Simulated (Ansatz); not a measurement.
`OC(F)[TeH]` and `OC(F)[SeH]` differ in one atom or group.

Ansatz, PBE0-D4/def2-TZVP geometries, multiplicity 1. Each molecule was computed in one conformer, which needn't be the lowest.

Elements past krypton have def2 core potentials. Scalar relativity is left out up to krypton. Spin–orbit coupling is left out; it splits and shifts lone-pair levels of the heavy atoms by tenths of an eV.

```tsv
property	`OC(F)[TeH]`
LUMO energy (PBE0/def2-TZVPP) / eV	-1.13
size of the dipole moment (PBE/def2-TZVPP) / D	0.58
ideal-gas entropy at 298 K and 1 bar (rigid rotor, harmonic PBE0-D4/def2-TZVP) / J/(mol·K)	322
HOMO energy (ωB97M-V/def2-TZVPP) / eV	-8.74
HOMO–LUMO gap (B3LYP/def2-TZVPP) / eV	5.01
LUMO energy (ωB97M-V/def2-TZVPP) / eV	0.72
```

(1) Give the same properties after the change, and the shifts. (An estimate is asked.)

## Answers

(1) Ansatz gave: 
```csv
property,`OC(F)[SeH]`,shift
LUMO energy (PBE0/def2-TZVPP) / eV,-0.42,0.71
size of the dipole moment (PBE/def2-TZVPP) / D,0.32,-0.26
"ideal-gas entropy at 298 K and 1 bar (rigid rotor, harmonic PBE0-D4/def2-TZVP) / J/(mol·K)",310,-12
HOMO energy (ωB97M-V/def2-TZVPP) / eV,-9.40,-0.66
HOMO–LUMO gap (B3LYP/def2-TZVPP) / eV,6.23,1.22
LUMO energy (ωB97M-V/def2-TZVPP) / eV,1.50,0.78
```

With PBE0 the HOMO falls by 0.57 eV and the LUMO rises by 0.71 eV, so the gap widens by about 1.28 eV. PBE moves the HOMO by -0.43 eV and ωB97M-V by -0.66 eV. Dipoles are sizes alone; their direction can turn.

B3LYP here is the variant with VWN-RPA as its local correlation; programs differ in this.
